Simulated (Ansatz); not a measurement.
```yaml
crystal:
  periodic: [false, false, false]
  atoms:
    - {symbol: F, position_ang: [-0.685769, 0.851683, 1.785584]}
    - {symbol: C, position_ang: [0.021014, 0.831039, 0.636698]}
    - {symbol: O, position_ang: [0.888663, -0.271045, 0.614909]}
    - {symbol: Si, position_ang: [0.039073, -0.842874, -0.708073]}
    - {symbol: O, position_ang: [-0.822597, 0.568329, -0.452887]}
    - {symbol: H, position_ang: [0.544995, 1.786229, 0.547804]}
    - {symbol: H, position_ang: [-0.703791, -2.106659, -0.510979]}
    - {symbol: H, position_ang: [0.810510, -0.873901, -1.968757]}
basis:
  gaussian: {orbitals: def2-SVP}
magnetization: {spin_polarized: true, initial_magnetization: 1}
hamiltonian: {xc: {name: r2SCAN}, pseudopotentials: {relativity: none}}
```

```sh
$ ansatz run in.yaml --threads 2 --pin off --events-out ev --progress --plain --max-ram 4352MiB
```

Shortened log:

```
Error: a molecule whose nuclei and cores have a total charge of 48 cannot have a net charge of 0 together with 1 unpaired electrons
```

Problem. Something in this input is off. What?

Solution. The number of unpaired electrons doesn't fit the electron count. The program refused the input.
